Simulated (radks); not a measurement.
Charge is removed step by step from the 5d up level of Hf+, starting from [Xe] 4f14 5d(up 1, down 0) 6s2. Method: scalar-relativistic Kohn-Sham, PBE, spin-polarised, spherical densities, point nucleus; computed with a radial shooting solver on a logarithmic mesh with Libxc functionals.

removed (e)  E - E(0) (eV)  eigenvalue (eV)  E minus straight line (eV)
0                    0.000          -10.974                       0.000
0.1                  1.142          -11.862                      -0.420
0.2                  2.373          -12.766                      -0.751
0.3                  3.695          -13.684                      -0.990
0.4                  5.110          -14.617                      -1.137
0.5                  6.619          -15.563                      -1.190
0.6                  8.223          -16.523                      -1.148
0.7                  9.923          -17.495                      -1.009
0.8                 11.722          -18.481                      -0.772
0.9                 13.619          -19.478                      -0.436
1                   15.617          -20.487                       0.000

Removing the whole electron costs 15.617 eV by Delta-SCF, against 10.974 eV from minus the eigenvalue at the starting occupation. Slater's transition state (half an electron removed) gives 15.563 eV. Integrating minus the eigenvalue over the occupation (Janak's theorem) gives 15.619 eV. In this scalar-relativistic scheme the density is built from large components alone, so the theorem holds only approximately. The mean slope of the eigenvalue, de/dn, is 9.51 eV per electron.
